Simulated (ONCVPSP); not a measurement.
**Re (Z = 75): ONCV pseudisation with BLYP, fully relativistic reference atom.**

Input for ONCVPSP 4.0.1:

```
# ATOM AND REFERENCE CONFIGURATION
# atsym  z   nc   nv     iexc    psfile
  Re 75.00   10    4  -106131      upf
#
#   n    l    f
    1    0    2.00
    2    0    2.00
    2    1    6.00
    3    0    2.00
    3    1    6.00
    3    2   10.00
    4    0    2.00
    4    1    6.00
    4    2   10.00
    4    3   14.00
    5    0    2.00
    5    1    6.00
    5    2    5.00
    6    0    1.50
#
# PSEUDOPOTENTIAL AND OPTIMIZATION
# lmax
    2
#
#   l,   rc,      ep,       ncon, nbas, qcut
    0    1.60    0.00    4    7    9.50
    1    1.70    0.00    3    7    9.30
    2    2.70    0.00    5    9    5.90
#
# LOCAL POTENTIAL
# lloc, lpopt,  rc(5),   dvloc0
    4    1    1.15    0.00
#
# VANDERBILT-KLEINMAN-BYLANDER PROJECTORs
# l, nproj, debl
    0    2    3.30
    1    1    3.00
    2    2    3.00
#
# MODEL CORE CHARGE
# icmod, fcfact, rcfact
    0    0.00    0.00
#
# LOG DERIVATIVE ANALYSIS
# epsh1, epsh2, depsh
   -5.00    5.00    0.04
#
# OUTPUT GRID
# rlmax, drl
    6.00    0.01
#
# TEST CONFIGURATIONS
# ncnf
    4
# nvcnf
#   n    l    f
    4
    5    0    2.00
    5    1    6.00
    5    2    5.00
    6    0    2.00
#
    4
    5    0    2.00
    5    1    6.00
    5    2    5.00
    6    0    1.00
#
    4
    5    0    2.00
    5    1    6.00
    5    2    5.00
    6    0    0.00
#
    5
    5    0    2.00
    5    1    6.00
    5    2    4.00
    6    0    2.00
    6    1    1.00
#
```

Command:

```bash
oncvpspr.x < Re.dat > Re.out
```

The program printed (shortened: citation, most of the input echo, consistency checks and plot data are left out):

```
ONCVPSP  (Optimized Norm-Conservinng Vanderbilt PSeudopotential)
relativistic version 4.0.1

#   n    l    f        energy (Ha)
    1    0    2.00    -2.6302987D+03
    2    0    2.00    -4.5582655D+02
    2    1    6.00    -3.8320325D+02    -4.3613338D+02
    3    0    2.00    -1.0561663D+02
    3    1    6.00    -8.5342102D+01    -9.6836078D+01
    3    2   10.00    -6.8116546D+01    -7.0611305D+01
    4    0    2.00    -2.2134955D+01
    4    1    6.00    -1.5790887D+01    -1.8474007D+01
    4    2   10.00    -9.2899750D+00    -9.7855540D+00
    4    3   14.00    -1.6391968D+00    -1.7315116D+00
    5    0    2.00    -3.2584674D+00
    5    1    6.00    -1.7473656D+00    -2.1518712D+00
    5    2    5.00    -3.1397201D-01    -3.4711666D-01
    6    0    1.50    -3.3668816D-01

Reference configufation results
  iterations    30
  all-electron total energy (Ha)   -1.67186165D+04

Begin loop to  construct optimized pseudo wave functions
and semi-local pseudopoentials for all angular momenta

Calculating optimized projector #   1

 for l=   0

    Fraction of norm inside rc  0.936406
    Optimizing pswf for qcut=   9.50 a_B^-1,  ecut=  45.11 Ha
    Residual kinetic energy error=  1.75D-07 Ha

    Energy error per electron        Cutoff
         Ha          eV             Ha
         0.01000     0.27211       22.22
         0.00100     0.02721       28.23
         0.00010     0.00272       33.24
         0.00001     0.00027       37.49

Calculating optimized projector #   2

 for l=   0

    Fraction of norm inside rc  0.060057
    Optimizing pswf for qcut=   9.50 a_B^-1,  ecut=  45.11 Ha
    Residual kinetic energy error=  4.44D-08 Ha

    Energy error per electron        Cutoff
         Ha          eV             Ha
         0.01000     0.27211       18.23
         0.00100     0.02721       25.57
         0.00010     0.00272       31.60
         0.00001     0.00027       36.47

Calculating optimized projector #   1

 for l=   1

    Fraction of norm inside rc  0.864615
    Optimizing pswf for qcut=   9.31 a_B^-1,  ecut=  43.34 Ha
    Residual kinetic energy error=  8.65D-08 Ha

    Energy error per electron        Cutoff
         Ha          eV             Ha
         0.01000     0.27211       18.36
         0.00100     0.02721       26.04
         0.00010     0.00272       31.67
         0.00001     0.00027       35.99

Calculating optimized projector #   1

 for l=   1

    Fraction of norm inside rc  0.915857
    Optimizing pswf for qcut=   9.31 a_B^-1,  ecut=  43.34 Ha
    Residual kinetic energy error=  7.84D-08 Ha

    Energy error per electron        Cutoff
         Ha          eV             Ha
         0.01000     0.27211       11.06
         0.00100     0.02721       24.71
         0.00010     0.00272       30.89
         0.00001     0.00027       35.47

   Wellstate for l =  2  n =  8 kap= -3
     eigenvalue =   2.6860
     asymptotic potential =   3.1860
     half-point radius =  4.6106

Calculating optimized projector #   1

 for l=   2

    Fraction of norm inside rc  0.838872
    Optimizing pswf for qcut=   5.90 a_B^-1,  ecut=  17.43 Ha
    Residual kinetic energy error=  1.74D-06 Ha

    Energy error per electron        Cutoff
         Ha          eV             Ha
         0.01000     0.27211        9.79
         0.00100     0.02721       12.54
         0.00010     0.00272       14.49
         0.00001     0.00027       16.33

Calculating optimized projector #   2

 for l=   2

    Fraction of norm inside rc  0.192016
    Optimizing pswf for qcut=   5.90 a_B^-1,  ecut=  17.43 Ha
    Residual kinetic energy error=  3.69D-05 Ha

    Energy error per electron        Cutoff
         Ha          eV             Ha
         0.01000     0.27211       11.68
         0.00100     0.02721       14.29
         0.00010     0.00272       16.60
         0.00001     0.00027       31.81

   Wellstate for l =  2  n =  8 kap=  2
     eigenvalue =   2.6529

Calculating optimized projector #   1

 for l=   2

    Fraction of norm inside rc  0.863403
    Optimizing pswf for qcut=   5.90 a_B^-1,  ecut=  17.43 Ha
    Residual kinetic energy error=  2.40D-06 Ha

    Energy error per electron        Cutoff
         Ha          eV             Ha
         0.01000     0.27211       10.11
         0.00100     0.02721       12.76
         0.00010     0.00272       14.74
         0.00001     0.00027       16.57

Calculating optimized projector #   2

 for l=   2

    Fraction of norm inside rc  0.193418
    Optimizing pswf for qcut=   5.90 a_B^-1,  ecut=  17.43 Ha
    Residual kinetic energy error=  4.96D-05 Ha

    Energy error per electron        Cutoff
         Ha          eV             Ha
         0.01000     0.27211       11.97
         0.00100     0.02721       14.55
         0.00010     0.00272       16.89
         0.00001     0.00027       35.44

Construct Vanderbilt / Kleinmman-Bylander projectors

B matrix Hermiticity error, ll=  0  kap= -1
   1   2    4.3792D-04

  Orthonormal projector coefficients  1.4183E+01  1.3895E+00

B matrix Hermiticity error, ll=  2  kap= -3
   1   2    1.9977D-04

  Orthonormal projector coefficients  3.6057E+00 -1.2349E+00

B matrix Hermiticity error, ll=  2  kap=  2
   1   2    2.1371D-04

  Orthonormal projector coefficients  3.7920E+00 -9.6431E-01

 Orthonormal scalar projector coefficients, l =  1
  4.9639E+00  6.3815E-03

 Orthonormal spin-orbit projector coefficients, l =  1
  6.3039E-01 -1.0050E-01

 Orthonormal scalar projector coefficients, l =  2
  3.6716E+00 -1.1162E+00 -2.0063E-03  1.2110E-04

 Orthonormal spin-orbit projector coefficients, l =  2
 -2.6563E-01  6.4701E-02  1.9472E-02 -1.3224E-03

Pseudoatom total energy  -78.662684

Diagnostic tests using Vanderbilt-Kleinman-Bylander pseudopotentials
  relativistic with J = L +/- 1/2 projectors

   l  kap   rcore       rmatch      e in        delta e    norm test   slope test

   0  -1   1.6007622   1.6493648  -3.2584674   0.0000047   1.0002287   1.0002218
   0  -1   1.6007622   1.6493648  -0.3366882   0.0000066   1.0000546   1.0000436

   1  -2   1.7096397   1.7615481  -1.7473656  -0.0000085   0.9999929   1.0000041
   1   1   1.7096397   1.7615481  -2.1518712  -0.0000029   0.9999980   0.9999943

   2  -3   2.7098741   2.7921518  -0.3139720  -0.0000013   1.0000497   1.0000573
   2   2   2.7098741   2.7921518  -0.3471167  -0.0000004   1.0000553   1.0000538
   2  -3   2.7098741   2.7921518   2.6860280  -0.0000004   1.0000685   1.0000685
   2   2   2.7098741   2.7921518   2.6711106  -0.0000003   1.0000767   1.0000767

Diagnostic tests using Vanderbilt-Kleinman-Bylander pseudopotentials
  relativistic with scalar and spin-orbit non-local projectors

   l  kap   rcore       rmatch      e in        delta e    norm test   slope test

   0  -1   1.6007622   1.6493648  -3.2584674   0.0000047   1.0002287   1.0002218
   0  -1   1.6007622   1.6493648  -0.3366882   0.0000066   1.0000546   1.0000436

   1  -2   1.7096397   1.7615481  -1.7473656  -0.0000085   0.9999929   1.0000041
   1   1   1.7096397   1.7615481  -2.1518712  -0.0000029   0.9999980   0.9999943

   2  -3   2.7098741   2.7921518  -0.3139720   0.0009198   0.9988600   1.0012256
   2   2   2.7098741   2.7921518  -0.3471167   0.0009798   0.9987906   1.0009545
   2  -3   2.7098741   2.7921518   2.6860280   0.0000319   1.0001541   1.0001541
   2   2   2.7098741   2.7921518   2.6711106   0.0000082   1.0001466   1.0001466

Ghost test for J = L + 1/2

 Testing for bound ghosts
   n   l    E NL Schr. Eq   E Basis Diag.   E Cutoff

   1   0       -3.258463       -3.258462     74.28
   2   0       -0.336682       -0.280991     74.28

   2   1       -1.747374       -1.747359     53.45

   3   2       -0.313973       -0.313889     60.48

 Testing for highly-localized positive-energy ghosts
       l    <radius>/rc     E Basis Diag.   E Cutoff

       0        0.696987        9.908172     74.28  WARNING - GHOST(+)

Ghost test for J = L - 1/2

 Testing for bound ghosts
   n   l    E NL Schr. Eq   E Basis Diag.   E Cutoff

   1   0       -3.258463       -3.258462     74.28
   2   0       -0.336682       -0.280991     74.28

   2   1       -2.151874       -2.151866     53.45

   3   2       -0.347117       -0.347066     60.48

 Testing for highly-localized positive-energy ghosts
       l    <radius>/rc     E Basis Diag.   E Cutoff

       0        0.696987        9.908172     74.28  WARNING - GHOST(+)

Test configuration 0

   n   l kap    f        eae           eps        diff
   1   0  -1  2.0000-2630.29868444
   2   0  -1  2.0000 -455.82655186
   2   1  -2  4.0000 -383.20324872
   2   1   1  2.0000 -436.13338221
   3   0  -1  2.0000 -105.61662919
   3   1  -2  4.0000  -85.34210239
   3   1   1  2.0000  -96.83607826
   3   2  -3  6.0000  -68.11654648
   3   2   2  4.0000  -70.61130513
   4   0  -1  2.0000  -22.13495476
   4   1  -2  4.0000  -15.79088700
   4   1   1  2.0000  -18.47400675
   4   2  -3  6.0000   -9.28997497
   4   2   2  4.0000   -9.78555403
   4   3  -4  8.0000   -1.63919680
   4   3   3  6.0000   -1.73151157
   5   0  -1  2.0000   -3.25846736   -3.25846269    4.67E-06
   5   1  -2  4.0000   -1.74736565   -1.74737410   -8.45E-06
   5   1   1  2.0000   -2.15187123   -2.15187410   -2.87E-06
   5   2  -3  3.0000   -0.31397201   -0.31397333   -1.32E-06
   5   2   2  2.0000   -0.34711666   -0.34711710   -4.39E-07
   6   0  -1  1.5000   -0.33668816   -0.33668153    6.62E-06

    Total energies and differences
      AE_ref= -1.67186165E+04  AE_tst= -1.67186165E+04  dif=  0.00E+00
      PS_ref= -7.86626844E+01  PS_tst= -7.86626844E+01  dif= -3.27E-13
      PSP excitation error=  3.27E-13

Test configuration 1

   n   l kap    f        eae           eps        diff
   1   0  -1  2.0000-2630.16004867
   2   0  -1  2.0000 -455.68900981
   2   1  -2  4.0000 -383.06569524
   2   1   1  2.0000 -435.99575366
   3   0  -1  2.0000 -105.47897903
   3   1  -2  4.0000  -85.20444993
   3   1   1  2.0000  -96.69842972
   3   2  -3  6.0000  -67.97896679
   3   2   2  4.0000  -70.47373129
   4   0  -1  2.0000  -21.99723381
   4   1  -2  4.0000  -15.65318303
   4   1   1  2.0000  -18.33629290
   4   2  -3  6.0000   -9.15231803
   4   2   2  4.0000   -9.64789069
   4   3  -4  8.0000   -1.50154854
   4   3   3  6.0000   -1.59386399
   5   0  -1  2.0000   -3.12065400   -3.12039617    2.58E-04
   5   1  -2  4.0000   -1.60909535   -1.60890516    1.90E-04
   5   1   1  2.0000   -2.01380679   -2.01357233    2.34E-04
   5   2  -3  3.0000   -0.17945345   -0.17938100    7.25E-05
   5   2   2  2.0000   -0.21182810   -0.21172523    1.03E-04
   6   0  -1  2.0000   -0.21481267   -0.21486816   -5.55E-05

    Total energies and differences
      AE_ref= -1.67186165E+04  AE_tst= -1.67187541E+04  dif= -1.38E-01
      PS_ref= -7.86626844E+01  PS_tst= -7.88002366E+01  dif= -1.38E-01
      PSP excitation error=  1.25E-05

Test configuration 2

   n   l kap    f        eae           eps        diff
   1   0  -1  2.0000-2630.44892804
   2   0  -1  2.0000 -455.97550073
   2   1  -2  4.0000 -383.35221277
   2   1   1  2.0000 -436.28243788
   3   0  -1  2.0000 -105.76561849
   3   1  -2  4.0000  -85.49109316
   3   1   1  2.0000  -96.98507041
   3   2  -3  6.0000  -68.26546466
   3   2   2  4.0000  -70.76021904
   4   0  -1  2.0000  -22.28399967
   4   1  -2  4.0000  -15.93991171
   4   1   1  2.0000  -18.62304363
   4   2  -3  6.0000   -9.43894299
   4   2   2  4.0000   -9.93453027
   4   3  -4  8.0000   -1.78811694
   4   3   3  6.0000   -1.88043422
   5   0  -1  2.0000   -3.40736338   -3.40769076   -3.27E-04
   5   1  -2  4.0000   -1.89646992   -1.89673617   -2.66E-04
   5   1   1  2.0000   -2.30090721   -2.30121920   -3.12E-04
   5   2  -3  3.0000   -0.45806134   -0.45814303   -8.17E-05
   5   2   2  2.0000   -0.49205369   -0.49216423   -1.11E-04
   6   0  -1  1.0000   -0.46592644   -0.46584236    8.41E-05

    Total energies and differences
      AE_ref= -1.67186165E+04  AE_tst= -1.67184162E+04  dif=  2.00E-01
      PS_ref= -7.86626844E+01  PS_tst= -7.84623337E+01  dif=  2.00E-01
      PSP excitation error=  2.21E-05

Test configuration 3

   n   l kap    f        eae           eps        diff
   1   0  -1  2.0000-2630.77977341
   2   0  -1  2.0000 -456.30313656
   2   1  -2  4.0000 -383.67989182
   2   1   1  2.0000 -436.61035268
   3   0  -1  2.0000 -106.09308669
   3   1  -2  4.0000  -85.81856114
   3   1   1  2.0000  -97.31256025
   3   2  -3  6.0000  -68.59279408
   3   2   2  4.0000  -71.08754593
   4   0  -1  2.0000  -22.61151964
   4   1  -2  4.0000  -16.26738160
   4   1   1  2.0000  -18.95054495
   4   2  -3  6.0000   -9.76626976
   4   2   2  4.0000  -10.26187924
   4   3  -4  8.0000   -2.11521100
   4   3   3  6.0000   -2.20754453
   5   0  -1  2.0000   -3.73372596   -3.73497368   -1.25E-03
   5   1  -2  4.0000   -2.22232891   -2.22330566   -9.77E-04
   5   1   1  2.0000   -2.62712981   -2.62829400   -1.16E-03
   5   2  -3  3.0000   -0.77038655   -0.77064859   -2.62E-04
   5   2   2  2.0000   -0.80627880   -0.80662725   -3.48E-04
   6   0  -1  0.0000   -0.74243283   -0.74243283    0.00E+00

    Total energies and differences
      AE_ref= -1.67186165E+04  AE_tst= -1.67178138E+04  dif=  8.03E-01
      PS_ref= -7.86626844E+01  PS_tst= -7.78601706E+01  dif=  8.03E-01
      PSP excitation error=  2.01E-04

Test configuration 4

   n   l kap    f        eae           eps        diff
   1   0  -1  2.0000-2630.31336054
   2   0  -1  2.0000 -455.84612216
   2   1  -2  4.0000 -383.22272968
   2   1   1  2.0000 -436.15253190
   3   0  -1  2.0000 -105.63488329
   3   1  -2  4.0000  -85.36032758
   3   1   1  2.0000  -96.85437493
   3   2  -3  6.0000  -68.13524405
   3   2   2  4.0000  -70.63005338
   4   0  -1  2.0000  -22.15287122
   4   1  -2  4.0000  -15.80891662
   4   1   1  2.0000  -18.49195905
   4   2  -3  6.0000   -9.30822098
   4   2   2  4.0000   -9.80376737
   4   3  -4  8.0000   -1.65700279
   4   3   3  6.0000   -1.74936495
   5   0  -1  2.0000   -3.27272243   -3.26817389    4.55E-03
   5   1  -2  4.0000   -1.75334351   -1.74921402    4.13E-03
   5   1   1  2.0000   -2.16218219   -2.15779008    4.39E-03
   5   2  -3  2.4000   -0.29144597   -0.28793387    3.51E-03
   5   2   2  1.6000   -0.32743531   -0.32364519    3.79E-03
   6   0  -1  2.0000   -0.28039254   -0.27880379    1.59E-03
   6   1  -2  0.6667   -0.07725920   -0.07847106   -1.21E-03
   6   1   1  0.3333   -0.10289316   -0.10597308   -3.08E-03

    Total energies and differences
      AE_ref= -1.67186165E+04  AE_tst= -1.67185726E+04  dif=  4.39E-02
      PS_ref= -7.86626844E+01  PS_tst= -7.86223474E+01  dif=  4.03E-02
      PSP excitation error=  3.55E-03
```

The run took about 5.4 s on one core of a shared server CPU.
